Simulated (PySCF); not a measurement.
## Diatomics with 59 electrons

PBE0 in PySCF with x2c-SVPall on every atom, spin-free X2C, for the lowest determinant that a PBE0 search found; no spin–orbit coupling. All have 59 electrons, 11 of them in the valence shells, and the same state, a doublet (π ↑). For ions De leads to the atom and ion picked by measured ionisation energies and electron affinities.

| species | difference of nuclear charges | Re (Å) | ωe (cm⁻¹) | k (mdyn/Å) | De (eV) | dissociates to | Mayer bond order |
| --- | --- | --- | --- | --- | --- | --- | --- |
| SnF | 41 | 1.959 | 613 | 3.63 | 4.69 | Sn + F | 0.91 |
| SbO | 43 | 1.830 | 875 | 6.38 | 3.54 | Sb + O | 2.06 |
| CI | 47 | 2.035 | 648 | 2.71 | 3.02 | C + I | 1.57 |
| SbF⁺ | 42 | 1.880 | 725 | 5.09 | 4.05 | Sb⁺ + F | 1.11 |

**Question.** Which member of the whole set has the stiffest bond, and how does it compare with the softest?

**Answer.** SbO with k = 6.38 mdyn/Å, 2.4 times that of CI.

Spin–orbit coupling is left out, which matters for elements this heavy, above all for dissociation energies. For an ion De counts to the pair picked by the measured ionisation energies or electron affinities, which need not be the lowest pair at this level. States were picked by a PBE0 search and need not be the measured ground states.
